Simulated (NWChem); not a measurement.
# BeH$_{2}$SO; SMILES [OH][Be][SH]

```xyz
5

Be     0.0247    -0.6358    -0.0239
O      0.0209    -2.0569    -0.0532
H      0.0055    -2.7609     0.6069
S      0.0642     1.2760    -0.0046
H     -1.2989     1.3441    -0.0119
```
Atoms are numbered in this order, from 1.

The geometry was optimised at PBE-D3(BJ)/def2-SVP.

Task: List the 4 lowest vertical singlet excitations from Hartree-Fock/def2-SVP, CIS (NWChem).

Result: 
```
state  energy (eV)  oscillator strength  leading excitation (squared amplitude)
-----  -----------  -------------------  --------------------------------------
S1            6.56                0.050                      HOMO → LUMO (0.65)
S2            7.46                0.041                    HOMO → LUMO+1 (0.49)
S3            8.35                0.010                    HOMO → LUMO+1 (0.35)
S4            8.44                0.022                    HOMO → LUMO+2 (0.49)
```
